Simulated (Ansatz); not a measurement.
Consider the hydrogenolysis of a Ge–Cl bond: `[F][Ge]([SH])([Cl])[Cl]` + H₂ → `[F][GeH]([SH])[Cl]` + HCl.

Isolated molecules relaxed with PBE0-D4/def2-TZVP in Ansatz; ΔE leaves out vibrations. CBS: MP2 limit from def2 TZ/QZ plus the TZ coupled-cluster correction, frozen cores. This one scheme is used for every species. DFT in def2-TZVPP. HSE06 is defined as in plane-wave codes. For Ge outer-core shells are correlated without core-valence functions, which leaves a few kJ/mol of doubt a bond. Scalar relativity is left out up to krypton. Each species was taken in one conformer, which may not be the lowest.

`[F][Ge]([SH])([Cl])[Cl]`:

Z-matrix (Å, degrees):
```
Ge
S 1 2.181
Cl 1 2.115 2 109.1
F 1 1.720 2 111.1 3 -117.8
Cl 1 2.121 2 113.6 3 124.4
H 2 1.346 1 92.1 3 -174.4
```

H₂:

Z-matrix (Å, degrees):
```
H
H 1 0.746
```

`[F][GeH]([SH])[Cl]`:

Cartesian coordinates in Å:
```
F -0.162 0.195 -1.836
Ge -0.339 0.383 -0.126
S -0.207 -1.573 0.847
Cl 1.292 1.640 0.430
H -1.680 1.064 0.140
H 1.096 -1.709 0.545
```

HCl:

Z-matrix (Å, degrees):
```
Cl
H 1 1.279
```

Problem. Is it downhill or uphill in electronic energy at CCSD(T)/CBS, and by how much? (An estimate is asked.)

Solution. Ansatz gave: Uphill: ΔE = +11.4 kcal/mol.

Problem. What do these levels give: revPBE-D4, B97M-V, HSE06-D4, CAM-B3LYP-D4, ωB97X-V, PBE-QIDH, revPBE, r2SCAN, r2SCANh, SCS-MP2/def2-TZVPP, CCSD(T)/def2-TZVPP, CCSD/CBS(def2)? (Estimate.)

Solution. Computed: revPBE-D4 13.5, B97M-V 11.5, HSE06-D4 11.7, CAM-B3LYP-D4 10.6, ωB97X-V 11.4, PBE-QIDH 11.6, revPBE 10.5, r2SCAN 12.6, r2SCANh 12.3, SCS-MP2/def2-TZVPP 12.0, CCSD(T)/def2-TZVPP 11.1, CCSD/CBS(def2) 10.2 kcal/mol.

Problem. What do rigid-rotor, harmonic-oscillator terms from PBE0-D4/def2-TZVP frequencies (298.15 K, 1 bar) make of the CCSD(T)/CBS value? (Estimate.)

Solution. Ansatz gave: ΔZPE = +2.0 kcal/mol, ΔH = +12.6 kcal/mol, ΔS = 24 J/(mol·K), ΔG = +10.8 kcal/mol.

Largest T1 diagnostic among the species: 0.011.

From r2SCAN to r2SCAN0 (25 % exact exchange), in def2-TZVPP and without D4, ΔE moves by −0.8 kcal/mol. At CCSD(T), def2-SVP lies −1.7 kcal/mol from the extrapolated value and def2-TZVPP −0.2 kcal/mol.
